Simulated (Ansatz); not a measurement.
CH4FInS, SMILES `[CH3][In]([F])[SH]`. Charge 0, multiplicity 1. In takes the def2 core potential.

Cartesian coordinates in Å:
```
C -0.380 1.182 -0.986
In 0.039 -0.432 0.332
F -1.473 -1.585 0.822
S 1.950 -1.276 1.447
H -0.301 2.123 -0.442
H 0.335 1.184 -1.809
H -1.392 1.062 -1.369
H 1.221 -2.258 2.005
```

Problem. What are the harmonic wavenumbers in cm⁻¹ at PBE0-D4/def2-TZVP (Ansatz, finite differences of forces, unscaled)? (Best estimate.)

Solution. Computed: 14, 88, 117, 126, 268, 354, 526, 570, 660, 727, 751, 1198, 1448, 1449, 2707, 3075, 3172, 3183.
